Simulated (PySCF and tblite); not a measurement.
Results of a calculation; reference values are marked as such.
System: C9H10Si, numbered as in [SiH3:1][C@H:2]1[CH:3]=[CH:4][c:5]2[cH:6][cH:7][cH:8][cH:9][c:10]21.

For the shift of Si1 from C2 to C3: electronic barrier 21.61 kcal/mol, zero-point change -0.51 kcal/mol, thermal and entropy terms at 200 K a further 0.33 kcal/mol (symmetry numbers apart). The minimum is C1, the saddle C1. Level: BP86/pcSseg-1 + D3(BJ), IEF-PCM chloroform on GFN2-xTB stationary points, with GFN2-xTB thermal terms. Rates follow Eyring's equation with the number of equivalent paths and no tunnelling. Run with tblite and PySCF.

Q: How many equivalent paths lead out of the minimum?

A: 1: the symmetry number of the minimum is 1, that of the saddle displaced along its mode 1.

Q: Work out the rate at 200 K.

A: ΔG‡ = 21.43 kcal/mol; k_B T/h = 4.2×10¹² s⁻¹; exp(−ΔG‡/RT) = 3.8×10⁻²⁴; times 1 gives k = 1.6×10⁻¹¹ s⁻¹. Wigner's tunnelling factor for the 196i cm⁻¹ mode would be 1.08.

DFT energies on a tight-binding saddle of a bond shift can be off by several kcal/mol.
